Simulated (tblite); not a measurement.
Compound: C2H12GeN2Si.
Numbering: `[CH3:1][NH:2][Si@@H:3]([CH3:4])[NH:5][GeH3:6]` (hydrogens: H7, H8, H9 on C1; H10 on N2; H11 on Si3; H12, H13, H14 on C4; H15 on N5; H16, H17, H18 on Ge6)

Computed with GFN2-xTB (tblite), gas phase: L-BFGS steps from a force-field or distance-geometry start until the largest atomic force falls under 0.01 eV/Å.

Step 108: E = -542.3709 eV
```
atom  x, y, z in Å  |  force x, y, z in eV/Å
C1     -0.8798    2.1151    0.3250    0.004  -0.008  -0.004
N2     -1.3671    0.7754    0.1082    0.007  -0.011  -0.025
Si3    -0.4390   -0.6629    0.3111   -0.007  -0.006   0.014
C4     -1.4966   -2.0480   -0.4282    0.032  -0.002  -0.013
N5      1.0610   -0.5593   -0.5561   -0.009  -0.033  -0.029
Ge6     2.6376    0.1228   -0.0132   -0.010   0.018  -0.013
H7     -1.4325    2.8168   -0.3041    0.033   0.019   0.004
H8     -0.9725    2.4385    1.3680    0.014  -0.012   0.003
H9      0.1731    2.1479    0.0473   -0.001  -0.001   0.012
H10    -2.3566    0.7087    0.2917   -0.026  -0.003  -0.004
H11    -0.0390   -0.9579    1.6988    0.006   0.001   0.001
H12    -2.0536   -1.7153   -1.2960   -0.012   0.021  -0.033
H13    -0.8807   -2.8858   -0.7304    0.013  -0.030   0.013
H14    -2.2102   -2.4145    0.2984   -0.028  -0.001   0.039
H15     1.0026   -0.7761   -1.5391   -0.018   0.036   0.030
H16     3.6830   -0.4083   -0.9464    0.007   0.016   0.020
H17     2.6802    1.6304   -0.0383   -0.008   0.005  -0.018
H18     2.8815   -0.3212    1.3918    0.001  -0.007   0.002
```

Step 109: E = -542.3711 eV
```
atom  x, y, z in Å  |  force x, y, z in eV/Å
C1     -0.8799    2.1151    0.3258    0.001   0.001   0.005
N2     -1.3661    0.7751    0.1079   -0.002  -0.004  -0.023
Si3    -0.4389   -0.6636    0.3117   -0.002  -0.002   0.005
C4     -1.4962   -2.0488   -0.4281    0.004   0.006   0.005
N5      1.0609   -0.5607   -0.5566   -0.003  -0.016   0.038
Ge6     2.6373    0.1226   -0.0140   -0.011   0.020  -0.009
H7     -1.4324    2.8170   -0.3035    0.034   0.015   0.005
H8     -0.9735    2.4389    1.3689    0.012  -0.020  -0.005
H9      0.1730    2.1491    0.0493    0.007  -0.003   0.008
H10    -2.3561    0.7089    0.2890   -0.024  -0.007  -0.004
H11    -0.0396   -0.9574    1.6994    0.008  -0.001   0.004
H12    -2.0519   -1.7160   -1.2969   -0.008   0.018  -0.030
H13    -0.8807   -2.8870   -0.7284    0.020  -0.041   0.009
H14    -2.2122   -2.4140    0.2979   -0.010   0.006   0.024
H15     1.0017   -0.7741   -1.5387   -0.022   0.022  -0.029
H16     3.6827   -0.4085   -0.9469    0.009   0.014   0.018
H17     2.6813    1.6306   -0.0396   -0.011   0.000  -0.018
H18     2.8818   -0.3208    1.3914   -0.001  -0.006  -0.002
```

Step 110: E = -542.3717 eV
```
atom  x, y, z in Å  |  force x, y, z in eV/Å
C1     -0.8818    2.1157    0.3308    0.009   0.018   0.018
N2     -1.3649    0.7761    0.1050    0.001   0.005  -0.023
Si3    -0.4383   -0.6628    0.3109    0.000   0.006  -0.006
C4     -1.4941   -2.0498   -0.4274   -0.022   0.013   0.020
N5      1.0597   -0.5613   -0.5607    0.008  -0.007   0.081
Ge6     2.6366    0.1211   -0.0184   -0.012   0.029   0.003
H7     -1.4315    2.8208   -0.2978    0.038   0.001   0.007
H8     -0.9803    2.4361    1.3752    0.004  -0.029  -0.015
H9      0.1728    2.1531    0.0617    0.008  -0.009  -0.002
H10    -2.3561    0.7095    0.2782   -0.034  -0.012  -0.002
H11    -0.0389   -0.9512    1.6996    0.010  -0.006   0.002
H12    -2.0410   -1.7213   -1.3040   -0.001   0.009  -0.016
H13    -0.8795   -2.8929   -0.7148    0.022  -0.044   0.006
H14    -2.2181   -2.4059    0.2964    0.002   0.012   0.003
H15     1.0003   -0.7785   -1.5411   -0.026   0.014  -0.065
H16     3.6843   -0.4107   -0.9476    0.011   0.008   0.010
H17     2.6826    1.6295   -0.0456   -0.013  -0.006  -0.017
H18     2.8794   -0.3210    1.3881   -0.002  -0.003  -0.006
```

Step 111: E = -542.3727 eV
```
atom  x, y, z in Å  |  force x, y, z in eV/Å
C1     -0.8843    2.1172    0.3415    0.022   0.040   0.034
N2     -1.3626    0.7784    0.0993    0.006   0.025  -0.024
Si3    -0.4370   -0.6608    0.3089   -0.001   0.014  -0.020
C4     -1.4897   -2.0523   -0.4254   -0.056   0.007   0.031
N5      1.0569   -0.5614   -0.5700    0.022  -0.003   0.119
Ge6     2.6343    0.1192   -0.0280   -0.012   0.029   0.029
H7     -1.4255    2.8294   -0.2880    0.046  -0.029   0.014
H8     -0.9956    2.4300    1.3872   -0.010  -0.039  -0.022
H9      0.1747    2.1589    0.0899    0.001  -0.017  -0.019
H10    -2.3558    0.7105    0.2580   -0.048  -0.016   0.001
H11    -0.0371   -0.9404    1.6994    0.011  -0.011  -0.006
H12    -2.0170   -1.7341   -1.3193    0.016  -0.013   0.026
H13    -0.8767   -2.9066   -0.6849    0.003  -0.018   0.010
H14    -2.2304   -2.3881    0.2936    0.027   0.021  -0.044
H15     0.9946   -0.7846   -1.5480   -0.023   0.008  -0.094
H16     3.6885   -0.4143   -0.9469    0.013  -0.003  -0.009
H17     2.6830    1.6270   -0.0594   -0.015  -0.002  -0.014
H18     2.8710   -0.3216    1.3806   -0.003   0.007  -0.012
```

**Question.** Estimate the geometry and energy of step 112. (The exact step hangs on the optimiser's Hessian estimate; all steps are aligned on step 111, rigid shifts and turns removed.)

**Answer.** E = -542.3736 eV, largest force 0.118 eV/Å
```
atom  x, y, z in Å  |  force x, y, z in eV/Å
C1     -0.8809    2.1161    0.3435    0.024   0.046   0.033
N2     -1.3609    0.7788    0.0965    0.015   0.026  -0.028
Si3    -0.4370   -0.6614    0.3085   -0.007   0.015  -0.023
C4     -1.4881   -2.0554   -0.4237   -0.058   0.021   0.043
N5      1.0543   -0.5618   -0.5746    0.024  -0.007   0.115
Ge6     2.6297    0.1211   -0.0312   -0.007   0.013   0.043
H7     -1.4151    2.8334   -0.2866    0.044  -0.048   0.014
H8     -0.9964    2.4265    1.3890   -0.017  -0.034  -0.005
H9      0.1797    2.1555    0.0995    0.010  -0.019  -0.028
H10    -2.3543    0.7120    0.2525   -0.062  -0.015   0.003
H11    -0.0362   -0.9384    1.6994    0.011  -0.012  -0.013
H12    -2.0097   -1.7408   -1.3220    0.012  -0.014   0.023
H13    -0.8765   -2.9130   -0.6747    0.010  -0.019   0.008
H14    -2.2328   -2.3845    0.2940    0.020   0.018  -0.046
H15     0.9856   -0.7770   -1.5540   -0.012   0.010  -0.094
H16     3.6917   -0.4103   -0.9414    0.012  -0.010  -0.023
H17     2.6776    1.6277   -0.0639   -0.015   0.014  -0.011
H18     2.8605   -0.3222    1.3776   -0.003   0.015  -0.012
```

The energy changes by -0.0009 eV. The first-order estimate −F·Δx gives -0.0012 eV and the mean of the old and new forces, exact on a quadratic surface, -0.0009 eV. The step makes an angle of 81° with the force vector and moves no atom by more than 0.013 Å.

The cost below is that of the whole relaxation. Time: 2.8 s. Hardware: Arm Neoverse N1, one thread, shared host.
